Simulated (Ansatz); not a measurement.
Mulliken charges of ClH2Sb (`[Cl][SbH2]`) from r2SCAN/def2-TZVPP in Ansatz (PBE0-D4/def2-TZVP geometry).

| atom | x (Å) | y (Å) | z (Å) | charge (e) |
| --- | --- | --- | --- | --- |
| Cl1 | -1.785 | 0.289 | -0.631 | -0.372 |
| Sb2 | 0.502 | -0.275 | -0.578 | 0.551 |
| H3 | 0.380 | -1.184 | 0.869 | -0.089 |
| H4 | 0.958 | 1.110 | 0.320 | -0.089 |

By hand: the dipole of these point charges (1 e Å = 4.8032 D).

Σ q r = (0.822, -0.252, -0.190) e Å, of length 0.881 e Å = 4.23 D.

How does the dipole of the full density compare? (Estimate.)

Ansatz gave: (0.479, -0.124, -0.016) e Å, 2.38 D; the point charges give 1.78 times that, at 11° from its direction.

Point charges leave out the atoms' own dipoles, such as those of lone pairs, and Mulliken's split depends on the basis, so the two needn't agree.
